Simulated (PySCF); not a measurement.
PySCF job for TiClO, SMILES [O]=[Ti][Cl] (connectivity only; charge and spin as stated), neutral, multiplicity 2, IEF-PCM-M06-2X/def2-SVP. Coordinates come from a B3LYP-D3(BJ)/def2-TZVP optimisation. The multiplicity is an assumed one; other spin states were not compared. The isomer is the one that the SMILES or the coordinates give; other isomers of the formula were not compared.

```python
import numpy as np
from pyscf import gto, scf, dft
from pyscf.solvent import pcm

mol = gto.M(
    atom='''
    Ti    0.35623371    0.58840153    0.00000000
    Cl   -0.16887914   -1.64629583    0.00000000
    O    -0.62077453    1.88027442    0.00000000
    ''',
    basis='def2-SVP',
    charge=0,
    spin=1,
    max_memory=1600,
    verbose=3,
)
mf = dft.UKS(mol, xc='m06-2x').density_fit(auxbasis='def2-universal-jkfit')
mf.grids.level = 4
mf.conv_tol = 1e-9
mf.max_cycle = 100
mf.kernel()
fine, coarse = mf.grids, dft.Grids(mol).set(level=1).build(with_non0tab=True)
for _ in range(3):  # follow internal instabilities
    mf.grids = coarse
    mo, _, stable, _ = mf.stability(return_status=True, nroots=4)
    mf.grids = fine
    if stable:
        break
    mf.kernel(mf.make_rdm1(mo, mf.mo_occ))
res = {}
for name, eps in {'water': 78.355, '2-propanol': 19.264, 'dimethylsulfoxide': 46.826}.items():
    s = mf.PCM()
    s.with_solvent.method, s.with_solvent.eps, s.with_solvent.lebedev_order = 'IEF-PCM', eps, 29
    s.kernel(mf.make_rdm1())
    res[name] = (s.e_tot, eps, s.dip_moment(), s.mo_energy, s.converged)
    print(f'{name}: electrostatic solvation free energy {(s.e_tot - mf.e_tot) * 627.509474:.3f} kcal/mol')
```

It prints:

```

WARN: HOMO -0.153990400894212 >= LUMO -0.153990400894214


WARN: HOMO -0.355786075811706 >= LUMO -0.360729293627959

converged SCF energy = -1384.5638423917  <S^2> = 0.75681861  2S+1 = 2.006807
<class 'pyscf.df.df_jk.DFUKS'> wavefunction is stable in the internal stability analysis

WARN: PCM is an experimental feature. It is still in testing.
Features and APIs may be changed in the future.

converged SCF energy = -1384.59305891384  <S^2> = 0.75525891  2S+1 = 2.005252
Dipole moment(X, Y, Z, Debye):  6.00184,  1.37905, -0.00000
water: electrostatic solvation free energy -18.334 kcal/mol

WARN: PCM is an experimental feature. It is still in testing.
Features and APIs may be changed in the future.

converged SCF energy = -1384.59124582937  <S^2> = 0.75534472  2S+1 = 2.0053376
Dipole moment(X, Y, Z, Debye):  5.94460,  1.37833, -0.00000
2-propanol: electrostatic solvation free energy -17.196 kcal/mol

WARN: PCM is an experimental feature. It is still in testing.
Features and APIs may be changed in the future.

converged SCF energy = -1384.59265349152  <S^2> = 0.75527799  2S+1 = 2.005271
Dipole moment(X, Y, Z, Debye):  5.98902,  1.37895, -0.00000
dimethylsulfoxide: electrostatic solvation free energy -18.079 kcal/mol
```

Self-consistency was reached.
